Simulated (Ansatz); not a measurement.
Consider the ligand exchange at the Si–N bond: `F[SiH2]N[SiH2][SiH3]` + `CSS` → `CSS[SiH2][SiH3]` + `N[SiH2]F`.

Isolated molecules relaxed with PBE0-D4/def2-TZVP in Ansatz; ΔE leaves out vibrations. CBS: MP2 limit from def2 TZ/QZ plus the TZ coupled-cluster correction, frozen cores. DFT in def2-TZVPP. B3LYP here is the variant with VWN-RPA as its local correlation; programs differ in this. Each species was taken in one conformer, which may not be the lowest.

`F[SiH2]N[SiH2][SiH3]`:

Z-matrix (Å, degrees):
```
Si
N 1 1.706
F 1 1.602 2 112.5
H 1 1.478 2 108.9 3 -117.7
H 1 1.480 2 109.2 3 117.5
Si 2 1.740 1 127.7 3 84.7
H 2 1.011 1 115.7 3 -86.3
Si 6 2.344 2 111.8 1 -113.6
H 6 1.491 2 110.7 1 124.5
H 6 1.487 2 106.1 1 6.9
H 8 1.489 6 110.7 2 -175.4
H 8 1.487 6 110.6 2 63.6
H 8 1.490 6 109.6 2 -55.9
```

`CSS`:

```xyz
7

C    -0.423    0.123   -0.864
S     0.852   -0.873   -0.069
S     0.434   -0.654    1.913
H    -0.294    1.181   -0.637
H    -1.416   -0.210   -0.566
H    -0.298   -0.031   -1.939
H     1.145    0.465    2.162
```

`CSS[SiH2][SiH3]`:

Z-matrix (Å, degrees):
```
C
S 1 1.800
H 1 1.090 2 111.0
H 1 1.093 2 105.9 3 118.4
H 1 1.089 2 110.8 3 -123.1
S 2 2.058 1 102.0 3 62.0
Si 6 2.151 2 97.2 1 -89.5
Si 7 2.338 6 110.9 2 -66.3
H 7 1.491 6 105.8 2 173.8
H 7 1.489 6 109.1 2 57.3
H 8 1.489 7 109.9 6 177.8
H 8 1.485 7 110.9 6 57.3
H 8 1.487 7 108.9 6 -63.1
```

`N[SiH2]F`:

Cartesian coordinates in Å:
```
N 0.864 -0.286 -0.520
Si -0.502 0.290 0.303
F -1.471 -0.855 0.875
H 1.667 -0.646 -0.032
H 0.810 -0.636 -1.462
H -1.321 1.074 -0.647
H -0.046 1.058 1.482
```

| level | ΔE (kJ/mol) |
| --- | --- |
| PBE-D4 | -22.4 |
| PBE | -18.8 |
| PBE0 | -16.3 |
| B3LYP | -7.3 |
| HF/def2-TZVPP | 2.2 |
| SCS-MP2/def2-TZVPP | -10.1 |
| CCSD(T)/def2-TZVPP | -10.5 |
| HF/def2-QZVPP | 3.7 |

What does CCSD(T)/CBS give? (An estimate is asked.)

The calculation gave: -14.6 kJ/mol. The listed levels differ from it by -7.8, -4.2, -1.7, 7.3, 16.8, 4.5, 4.1, 18.3 kJ/mol.

Largest T1 diagnostic among the species: 0.013.

The D4 term adds −6.1 kJ/mol with B3LYP and −3.3 kJ/mol with PBE0; it sums over pairs of atoms, weighted by their polarisabilities, and B3LYP, whose exchange is more repulsive, gets the larger term. In def2-TZVPP, CCSD(T) changes the Hartree–Fock value by −12.7 kJ/mol (the triples alone add −3.5 kJ/mol) and MP2 by −18.2 kJ/mol.
